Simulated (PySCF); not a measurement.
PySCF job for GeOCl2, SMILES [O]=[Ge]([Cl])[Cl], TDA-B3LYP/def2-SVPD. Coordinates come from a PBE0-D3(BJ)/def2-SVP optimisation.

```python
import numpy as np
from pyscf import gto, scf, dft, tdscf

mol = gto.M(
    atom='''
    Ge    0.00000000   -0.00000000    0.40693725
    O    -0.00000000   -0.00000000    2.02994168
    Cl   -0.00000000    1.70080776   -0.86063309
    Cl   -0.00000000   -1.70080775   -0.86063310
    ''',
    basis='def2-SVPD',
    charge=0,
    spin=0,
    symmetry=True,
    max_memory=1600,
    verbose=4,
)
mf = dft.RKS(mol, xc='b3lyp').density_fit(auxbasis='def2-universal-jkfit')
mf.grids.level = 3
mf.conv_tol = 1e-9
mf.max_cycle = 100
mf.kernel()
mf.grids = dft.Grids(mol).set(level=1).build(with_non0tab=True)  # coarser grid for the response kernel
td = tdscf.TDA(mf)
td.singlet = True
td.nstates = 10
td.conv_tol = 1e-4
td.positive_eig_threshold = 1e-6
td.kernel(x0=td.get_init_guess(mf, 15))
td.analyze()
tt = tdscf.TDA(mf)
tt.singlet = False
tt.nstates = 4
tt.conv_tol = 1e-4
tt.positive_eig_threshold = 1e-6
tt.kernel(x0=tt.get_init_guess(mf, 9))
tt.analyze(verbose=3)
```

Output:

```
PySCF version 2.14.0

[INPUT] verbose = 4
[INPUT] num. atoms = 4
[INPUT] num. electrons = 74
[INPUT] charge = 0
[INPUT] spin (= nelec alpha-beta = 2S) = 0
[INPUT] symmetry True subgroup None
[INPUT] Mole.unit = angstrom
[INPUT] Symbol           X                Y                Z      unit          X                Y                Z       unit  Magmom
[INPUT]  1 Ge     0.000000000000   0.000000000000   0.406937250000 AA    0.000000000000   0.000000000000   0.768999952384 Bohr   0.0
[INPUT]  2 O      0.000000000000   0.000000000000   2.029941680000 AA    0.000000000000   0.000000000000   3.836033824039 Bohr   0.0
[INPUT]  3 Cl     0.000000000000   1.700807760000  -0.860633090000 AA    0.000000000000   3.214060856935  -1.626360833838 Bohr   0.0
[INPUT]  4 Cl     0.000000000000  -1.700807750000  -0.860633100000 AA    0.000000000000  -3.214060838038  -1.626360852735 Bohr   0.0

nuclear repulsion = 442.768281439865
point group symmetry = C2v
symmetry origin: [0.00000000e+00 4.34126268e-09 5.36273618e-09]
symmetry axis x: [-1. -0. -0.]
symmetry axis y: [0.00000000e+00 1.00000000e+00 4.09189379e-09]
symmetry axis z: [ 0.00000000e+00 -4.09189379e-09  1.00000000e+00]
num. orbitals of irrep A1 = 48
num. orbitals of irrep A2 = 14
num. orbitals of irrep B1 = 21
num. orbitals of irrep B2 = 32
number of shells = 45
number of NR pGTOs = 203
number of NR cGTOs = 115
basis = def2-SVPD
ecp = {}


[settings echo left out]
init E= -3071.87952166481
HOMO (B2) = -0.366545782488185  LUMO (A1) = -0.139338551494697  gap/eV = 6.18262
cycle= 1 E= -3071.87523127997  delta_E= 0.00429  |g|= 1.15  |ddm|= 2.92
HOMO (B2) = -0.139690401269377  LUMO (A1) = -0.0929239459291127  gap/eV = 1.27258
cycle= 2 E= -3067.85697227612  delta_E= 4.02  |g|= 3.73  |ddm|= 5.05
HOMO (B2) = -0.316193661128964  LUMO (A1) = -0.131574733813257  gap/eV = 5.02374
cycle= 3 E= -3072.07853545096  delta_E= -4.22  |g|= 0.541  |ddm|= 4.35
HOMO (B2) = -0.285168218996104  LUMO (A1) = -0.11711759806408  gap/eV = 4.57289
cycle= 4 E= -3072.12964772904  delta_E= -0.0511  |g|= 0.356  |ddm|= 0.986
HOMO (B2) = -0.31560982822576  LUMO (A1) = -0.130275594389984  gap/eV = 5.04320
cycle= 5 E= -3072.15634827447  delta_E= -0.0267  |g|= 0.0668  |ddm|= 0.34
HOMO (B2) = -0.316340001962748  LUMO (A1) = -0.123838961599111  gap/eV = 5.23822
cycle= 6 E= -3072.15726996411  delta_E= -0.000922  |g|= 0.0352  |ddm|= 0.0703
HOMO (B2) = -0.320178713869752  LUMO (A1) = -0.124895400077376  gap/eV = 5.31393
cycle= 7 E= -3072.15753419404  delta_E= -0.000264  |g|= 0.0102  |ddm|= 0.0247
HOMO (B2) = -0.320967776850939  LUMO (A1) = -0.124920133151804  gap/eV = 5.33473
cycle= 8 E= -3072.15755619708  delta_E= -2.2e-05  |g|= 0.00117  |ddm|= 0.00764
HOMO (B2) = -0.321003282996883  LUMO (A1) = -0.124884269021994  gap/eV = 5.33667
cycle= 9 E= -3072.15755650248  delta_E= -3.05e-07  |g|= 0.000232  |ddm|= 0.00113
HOMO (B2) = -0.321036727393297  LUMO (A1) = -0.124889438517809  gap/eV = 5.33744
cycle= 10 E= -3072.15755651681  delta_E= -1.43e-08  |g|= 2.45e-05  |ddm|= 0.000257
HOMO (B2) = -0.321036183791355  LUMO (A1) = -0.124890598072517  gap/eV = 5.33739
cycle= 11 E= -3072.15755651694  delta_E= -1.29e-10  |g|= 3.18e-06  |ddm|= 3.42e-05
HOMO (B2) = -0.321035847764923  LUMO (A1) = -0.124890342755196  gap/eV = 5.33739
Extra cycle  E= -3072.15755651695  delta_E= -5e-12  |g|= 4.2e-06  |ddm|= 9.38e-06
converged SCF energy = -3072.15755651695
tot grids = 25232
Overwritten attributes  positive_eig_threshold  of <class 'pyscf.tdscf.rks.TDA'>


******** <class 'pyscf.tdscf.rks.TDA'> for <class 'pyscf.df.df_jk.DFSymAdaptedRKS'> ********
nstates = 10 singlet
deg_eia_thresh = 1.000e-03
wfnsym = None
conv_tol = 0.0001
eigh lindep = 1e-12
eigh level_shift = 0
eigh max_cycle = 100


Excitation energies (eV)
[4.0678367  4.41489008 4.67376468 5.46249317 5.49777919 5.6709881
 6.19283464 6.219015   6.35472214 6.61213869]

** Singlet excitation energies and oscillator strengths **
Excited State   1:   B2      4.06784 eV    304.79 nm  f=0.0246
      37 -> 38       -0.70127
Excited State   2:   B1      4.41489 eV    280.83 nm  f=0.0075
      36 -> 38       -0.70409
Excited State   3:   A2      4.67376 eV    265.28 nm  f=0.0000
      37 -> 39        0.70521
Excited State   4:   A1      5.46249 eV    226.97 nm  f=0.0011
      34 -> 38        0.50074
      36 -> 39        0.48707
Excited State   5:   B2      5.49778 eV    225.52 nm  f=0.0322
      35 -> 38       -0.69463
Excited State   6:   A2      5.67099 eV    218.63 nm  f=0.0000
      33 -> 38       -0.70574
Excited State   7:   A2      6.19283 eV    200.21 nm  f=0.0000
      35 -> 39        0.70589
Excited State   8:   A1      6.21902 eV    199.36 nm  f=0.0380
      31 -> 38        0.46007
      34 -> 38       -0.40445
      36 -> 39        0.32375
      37 -> 41       -0.10380
Excited State   9:   B1      6.35472 eV    195.11 nm  f=0.0002
      32 -> 38       -0.17542
      34 -> 39       -0.68259
Excited State  10:   B1      6.61214 eV    187.51 nm  f=0.0373
      32 -> 38       -0.67852
      34 -> 39        0.17738

** Transition electric dipole moments (AU) **
state          X           Y           Z        Dip. S.      Osc.
  1        -0.0000     -0.4969     -0.0000      0.2469      0.0246
  2        -0.2639      0.0000     -0.0000      0.0696      0.0075
  3         0.0000      0.0000     -0.0000      0.0000      0.0000
  4         0.0000     -0.0000      0.0923      0.0085      0.0011
  5         0.0000     -0.4893     -0.0000      0.2394      0.0322
  6         0.0000     -0.0000     -0.0000      0.0000      0.0000
  7        -0.0000      0.0000     -0.0000      0.0000      0.0000
  8         0.0000      0.0000     -0.4994      0.2494      0.0380
  9        -0.0362     -0.0000     -0.0000      0.0013      0.0002
 10        -0.4798     -0.0000     -0.0000      0.2302      0.0373

** Transition velocity dipole moments (imaginary part, AU) **
state          X           Y           Z        Dip. S.      Osc.
  1        -0.0000     -0.0277     -0.0000      0.0008      0.0034
  2         0.0254      0.0000     -0.0000      0.0006      0.0026
  3         0.0000      0.0000     -0.0000      0.0000      0.0000
  4         0.0000      0.0000      0.0731      0.0053      0.0178
  5         0.0000     -0.0838      0.0000      0.0070      0.0232
  6        -0.0000      0.0000      0.0000      0.0000      0.0000
  7        -0.0000      0.0000     -0.0000      0.0000      0.0000
  8         0.0000     -0.0000     -0.0538      0.0029      0.0084
  9        -0.0251     -0.0000     -0.0000      0.0006      0.0018
 10        -0.0651     -0.0000     -0.0000      0.0042      0.0116

** Transition magnetic dipole moments (imaginary part, AU) **
state          X           Y           Z
  1         0.1601     -0.0000      0.0000
  2         0.0000      0.0629      0.0000
  3         0.0000      0.0000     -0.5285
  4        -0.0000     -0.0000      0.0000
  5        -0.1781      0.0000     -0.0000
  6        -0.0000      0.0000     -0.1960
  7        -0.0000      0.0000     -0.5281
  8        -0.0000     -0.0000      0.0000
  9        -0.0000     -1.0018     -0.0000
 10        -0.0000      0.1627     -0.0000


******** <class 'pyscf.tdscf.rks.TDA'> for <class 'pyscf.df.df_jk.DFSymAdaptedRKS'> ********
nstates = 4 triplet
deg_eia_thresh = 1.000e-03
wfnsym = None
conv_tol = 0.0001
eigh lindep = 1e-12
eigh level_shift = 0
eigh max_cycle = 100


Excitation energies (eV)
[3.53423949 3.87296916 4.29628644 4.33826094]

** Triplet excitation energies and oscillator strengths **
Excited State   1:   B2      3.53424 eV    350.81 nm  f=0.0000
Excited State   2:   B1      3.87297 eV    320.13 nm  f=0.0000
Excited State   3:   A1      4.29629 eV    288.58 nm  f=0.0000
Excited State   4:   A2      4.33826 eV    285.79 nm  f=0.0000
```

The run converged.
